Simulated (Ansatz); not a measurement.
Sr₈O₈ (started as a model of: 2x2x4 SrO rock-salt block). Charge 0, multiplicity 3. Geometry r2SCAN-D4/def2-SVP, that of the neutral singlet; atoms count from 1.

```tsv
atom	x (Å)	y (Å)	z (Å)
Sr1	-0.514	-1.997	3.419
O2	-1.161	-0.972	1.383
Sr3	-2.067	0.017	-0.670
O4	-2.518	1.096	-2.742
O5	1.299	-2.841	2.303
Sr6	0.630	-2.074	0.152
O7	-0.131	-0.877	-1.849
Sr8	-0.832	0.070	-3.904
O9	0.841	-0.186	3.784
Sr10	0.090	1.054	1.898
O11	-0.617	1.936	-0.279
Sr12	-1.338	3.001	-2.268
Sr13	2.684	-1.073	2.754
O14	1.909	-0.086	0.745
Sr15	1.346	1.002	-1.380
O16	0.378	1.932	-3.344
```

In the def2 sets Sr takes a core potential; there is no spin–orbit coupling. At PBE0-D4/def2-SVP a singlet of charge 0 lies 3.00 eV below the triplet at the same geometry.

Estimate the Mulliken populations from the PBE0/def2-SVP orbitals of Ansatz.


| atom | charge (e) | spin (α − β) |
| --- | --- | --- |
| Sr1 | 0.79 | -0.03 |
| O2 | -0.81 | 0.01 |
| Sr3 | 0.99 | -0.08 |
| O4 | -0.64 | 0.54 |
| O5 | -0.75 | 0.00 |
| Sr6 | 1.08 | -0.15 |
| O7 | -0.80 | 0.00 |
| Sr8 | 0.15 | 0.70 |
| O9 | -0.75 | 0.00 |
| Sr10 | 1.08 | -0.15 |
| O11 | -0.80 | 0.00 |
| Sr12 | 0.15 | 0.70 |
| Sr13 | 0.79 | -0.03 |
| O14 | -0.81 | 0.01 |
| Sr15 | 0.99 | -0.08 |
| O16 | -0.64 | 0.54 |
Mulliken values and Mayer orders depend strongly on the basis.

Where does the spin sit?

Summed by element: Sr 0.90, O 1.10, of 2 unpaired in all. Largest on single atoms: Sr12 0.70, Sr8 0.70, O16 0.54.

And the Mayer bond orders between bonded heavy atoms (over 0.3)?

Sr1–O2 0.61 (2.37 Å); Sr1–O5 0.61 (2.29 Å); Sr1–O9 0.61 (2.29 Å); O2–Sr3 0.49 (2.45 Å); O2–Sr6 0.31 (2.44 Å); O2–Sr10 0.31 (2.44 Å); Sr3–O4 0.32 (2.38 Å); Sr3–O7 0.38 (2.44 Å); Sr3–O11 0.38 (2.44 Å); Sr3–Sr15 0.38 (3.62 Å); O4–Sr8 0.48 (2.29 Å); O4–Sr12 0.48 (2.29 Å); O5–Sr6 0.51 (2.38 Å); O5–Sr13 0.61 (2.29 Å); Sr6–O7 0.38 (2.45 Å); Sr6–Sr10 0.47 (3.62 Å); Sr6–O14 0.31 (2.44 Å); O7–Sr8 0.61 (2.37 Å); O7–Sr15 0.38 (2.44 Å); Sr8–Sr12 1.18 (3.39 Å); Sr8–O16 0.48 (2.29 Å); O9–Sr10 0.51 (2.38 Å); O9–Sr13 0.61 (2.29 Å); Sr10–O11 0.38 (2.45 Å); Sr10–O14 0.31 (2.44 Å); O11–Sr12 0.61 (2.37 Å); O11–Sr15 0.38 (2.44 Å); Sr12–O16 0.48 (2.29 Å); Sr13–O14 0.61 (2.37 Å); O14–Sr15 0.49 (2.45 Å); Sr15–O16 0.32 (2.38 Å).
